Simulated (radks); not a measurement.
The numbers below are computed, except where a source is named.
Valence configurations of the iodine ion I+ (all share [Kr]). Code: a radial shooting solver on a logarithmic mesh with Libxc functionals. Model: scalar-relativistic Kohn-Sham, PBE, spin-polarised, spherical densities, finite nucleus; open shells are filled with parallel spins first (spin-orbit coupling, left out, can overturn this in heavy ions); Fermi nuclear charge, rms radius 4.75 fm. Energies are relative to 4d10 5s2 5p4; eigenvalues in eV for spin up.

[
 {"valence": "4d10 5s2 5p4", "E (eV)": "0.000", "moment (Bohr magnetons)": "2", "e(4d)": "-59.846", "e(5p)": "-15.972", "e(5s)": "-26.851"},
 {"valence": "4d10 5s1 5p5", "E (eV)": "10.963", "moment (Bohr magnetons)": "2", "e(4d)": "-61.253", "e(5p)": "-16.574", "e(5s)": "-27.688"},
 {"valence": "4d10 5s1.5 5p4.5", "E (eV)": "5.474", "moment (Bohr magnetons)": "2", "e(4d)": "-60.552", "e(5p)": "-16.274", "e(5s)": "-27.271"},
 {"valence": "4d10 5s0.5 5p5.5", "E (eV)": "17.073", "moment (Bohr magnetons)": "1", "e(4d)": "-61.868", "e(5p)": "-16.564", "e(5s)": "-27.728"},
 {"valence": "4d9.5 5s2 5p4.5", "E (eV)": "23.116", "moment (Bohr magnetons)": "2", "e(4d)": "-63.486", "e(5p)": "-16.578", "e(5s)": "-27.858"},
 {"valence": "4d9 5s2 5p5", "E (eV)": "47.362", "moment (Bohr magnetons)": "2", "e(4d)": "-67.115", "e(5p)": "-17.167", "e(5s)": "-28.836"},
 {"valence": "4d10 5p6", "E (eV)": "22.845", "moment (Bohr magnetons)": "0", "e(4d)": "-62.434", "e(5p)": "-16.506", "e(5s)": "-"},
 {"valence": "4d9.5 5s1 5p5.5", "E (eV)": "34.403", "moment (Bohr magnetons)": "2", "e(4d)": "-64.853", "e(5p)": "-17.162", "e(5s)": "-28.667"},
 {"valence": "4d9 5s1.5 5p5.5", "E (eV)": "53.158", "moment (Bohr magnetons)": "2", "e(4d)": "-67.783", "e(5p)": "-17.451", "e(5s)": "-29.230"},
 {"valence": "4d8.5 5s2 5p5.5", "E (eV)": "72.739", "moment (Bohr magnetons)": "2", "e(4d)": "-70.736", "e(5p)": "-17.741", "e(5s)": "-29.791"}
]

NIST lists [Kr] 4d10 5s2 5p4 as the ground configuration; this level of theory agrees among the configurations tried. The energies are those of spherical high-spin densities, not of single terms.
